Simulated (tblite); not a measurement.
Compound: C₇H₁₄BNSi.
SMILES with atom numbers: `[BH2:1][C@@H:2]([C:3]#[CH:4])[SiH2:5][N:6]1[CH2:7][CH2:8][CH2:9][CH2:10]1` (hydrogens: H11, H12 on B1; H13 on C2; H14 on C4; H15, H16 on Si5; H17, H18 on C7; H19, H20 on C8; H21, H22 on C9; H23, H24 on C10)

Structure used (GFN2-xTB), in Å, numbered top down from 1:
```xyz
24
C7H14BNSi angstrom
B      3.5477   -0.8230   -0.2620
C      2.2960    0.0343    0.0116
C      2.1348    1.2159   -0.7919
C      2.0028    2.2030   -1.4596
Si     0.8710   -1.1861   -0.4512
N     -0.5601   -0.5441    0.2251
C     -0.8448    0.8282    0.6039
C     -2.1573    1.1340   -0.1087
C     -2.9228   -0.1756    0.0750
C     -1.8216   -1.2462    0.0468
H      3.9482   -1.5389    0.5730
H      4.0708   -0.7959   -1.3079
H      2.1461    0.2871    1.0634
H      1.9016    3.0713   -2.0389
H      0.8372   -1.3372   -1.9186
H      1.0709   -2.5149    0.1473
H     -0.9888    0.8891    1.6916
H     -0.0367    1.4959    0.3120
H     -1.9634    1.3169   -1.1660
H     -2.6782    1.9911    0.3126
H     -3.6677   -0.3371   -0.7012
H     -3.4275   -0.1780    1.0415
H     -1.8113   -1.7873   -0.9019
H     -1.9584   -1.9830    0.8453
```

Computed values, GFN2-xTB/tblite, gas phase, harmonic and unscaled. Errors from tens to a few hundred cm⁻¹ against measured bands are possible. Modes of hydrogen on boron and silicon can be 10 to 20 % off. One conformer, not necessarily the lowest. The optimisation stopped once no atom felt more than 0.01 eV/Å.

Lowest wavenumbers of the output (negative numbers stand for imaginary wavenumbers):
```
mode    cm-1
  1     -29.1
  2      31.7
  3      64.8
  4     106.2
  5     138.1
  6     140.5
  7     171.3
  8     200.8
  9     255.3
 10     290.8
```

Is this structure a minimum?

Not by this Hessian. 1 mode is imaginary beyond 20i (29i cm⁻¹), so at this level the point lies at or near a first-order saddle. The curvature is small, so loose convergence or finite differences may be the whole cause.

Which atoms move in the imaginary mode?

29i: C10 (sp3 carbon bound to nitrogen) 17 %, C9 (ring CH2 carbon) 15 %. These are shares of the mass-weighted motion.

What is the remedy?

Step along that mode in both directions, optimise again with tighter thresholds and repeat the frequencies. The zero-point energy of this point (119.2 kcal/mol) counts the 65 real modes alone, and thermal corrections from it aren't those of a minimum.

Time: 2.3 s. Hardware: one thread, Arm Neoverse N1 (aarch64), no GPU, shared host with 64 logical CPUs at a one-minute load of 60. This covers the Hessian and the dipole derivatives.
